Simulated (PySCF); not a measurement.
Bonds (- single, = double, # triple, : aromatic): C1#C2, C2-Si3, Si3-C4, C4#C5, C5-Si6, Si6-Cl7, Si3-C8, C8-C9, C8-C10. C1 carries H11; Si3 carries H12; Si6 carries H13, H14; C8 carries H15; C9 carries H16, H17, H18; C10 carries H19, H20, H21. Stereochemistry as in C#C[Si@@H](C#C[SiH2]Cl)C(C)C. H14 is pro-R; H13 is pro-S.

Method: GFN2-xTB geometry, GIAO PBE0/pcSseg-1 shieldings, in PySCF 2.14.0 with density-fitted response routines (single conformer, no solvent, rapidly exchanging positions averaged, non-relativistic).

Referencing at the same level of theory: TMS for 13C.

Q: Do the 13C shifts follow the atomic charges (in e)? Tabulate both.

A: 
| atoms | hybridisation | δ (ppm) | σ para (ppm) | Hirshfeld | IAO | Mulliken | ESP-fitted |
| --- | --- | --- | --- | --- | --- | --- | --- |
| C4 | sp | 118.0 | -197 | -0.12 | -0.29 | -0.23 | -0.09 |
| C5 | sp | 115.2 | -195 | -0.15 | -0.33 | -0.35 | -0.19 |
| C1 | sp | 104.1 | -179 | -0.08 | -0.18 | -0.20 | -0.34 |
| C2 | sp | 86.5 | -160 | -0.15 | -0.32 | -0.19 | -0.12 |
| C8 | sp3 | 20.5 | -87 | -0.10 | -0.35 | -0.62 | +0.20 |
| C9 | sp3 | 19.7 | -83 | -0.12 | -0.41 | -0.24 | -0.46 |
| C10 | sp3 | 19.5 | -81 | -0.12 | -0.41 | -0.24 | -0.45 |

Correlation coefficients of δ with charge over these carbons: Hirshfeld -0.25, IAO +0.75, Mulliken +0.36, ESP-fitted +0.13; with the paramagnetic shielding -1.00. Among the 4 sp carbons alone: Hirshfeld +0.14, IAO +0.05, Mulliken -0.64, ESP-fitted +0.03. With so few points, grouped by hybridisation, these coefficients are fragile. Charge is one influence among several: hybridisation and low-lying excitations act through the paramagnetic term.

Shifts are as computed. Against solution values, carbons near 30 ppm lie about +3 ppm off and those near 130 ppm about +5 ppm. Of 1211 compounds with measured shifts, 218 miss one by over three times the rms of a fit or turn the order of signals round; such compounds aren't used in these exercises.
